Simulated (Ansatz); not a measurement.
`C[O][SnH2][Br]` + H₂O → `[OH][SnH2][Br]` + CH₃OH at 700 K and 1 bar (formal hydrolysis of the Sn–O bond).

Calculated with Ansatz (gas phase, PBE0-D4/def2-TZVP geometries, no zero-point term in ΔE). CBS: MP2 limit from def2 TZ/QZ plus the TZ coupled-cluster correction, frozen cores. This one scheme is used for every species. Elements past krypton have def2 core potentials. For Br, Sn outer-core shells are correlated without core-valence functions, which leaves a few kJ/mol of doubt a bond. Scalar relativity is left out up to krypton. Each species was taken in one conformer, which may not be the lowest.

| species | CCSD(T)/CBS energy (Eh) | H − E (kJ/mol) | S (J/(mol·K)) |
| --- | --- | --- | --- |
| `C[O][SnH2][Br]` | -2903.61539 | 218.8 | 473.7 |
| H₂O | -76.37941 | 80.5 | 218.4 |
| `[OH][SnH2][Br]` | -2864.37583 | 128.5 | 413.4 |
| CH₃OH | -115.61712 | 170.8 | 288.5 |

H − E and S are ideal-gas, rigid-rotor, harmonic terms from PBE0-D4/def2-TZVP, for one conformer and one mirror image of each species. 1 Eh = 2625.50 kJ/mol, R = 8.31446 J/(mol·K).

**Question.** By hand: ΔE, ΔH, ΔS and ΔG.

**Answer.** ΔE = (-2864.37583) + (-115.61712) − (-2903.61539) − (-76.37941) = 0.00185 Eh = 4.9 kJ/mol. Δ(H − E) = 128.5 + 170.8 − 218.8 − 80.5 = 0.0, so ΔH = 4.9 kJ/mol. ΔS = 413.4 + 288.5 − 473.7 − 218.4 = 9.8 J/(mol·K). ΔG = 4.9 − 700 × (9.8)/1000 = -2.0 kJ/mol.

**Question.** By hand: the equilibrium constant, and the temperature at which ΔG would vanish if ΔH and ΔS stayed fixed.

**Answer.** log₁₀ K = −ΔG/(RT ln 10) = 0.1. ΔG = 0 at ΔH/ΔS = 500 K, though so small a ΔH makes that figure unsure.

TΔS isn't small against ΔH here. The sign of ΔG lies within the doubt. A doubt of 5 kJ/mol in ΔE shifts log₁₀ K by 0.4 here. Other conformers and mirror images would add mixing entropy, several J/(mol·K) or more a flexible species. Modes under 60 cm⁻¹, often nearly free rotors, make the harmonic entropy too high. These are equilibria of isolated gas molecules and say nothing of rates. Largest T1 diagnostic: 0.012 (customary marks: 0.02 for closed shells, 0.045 for open ones).
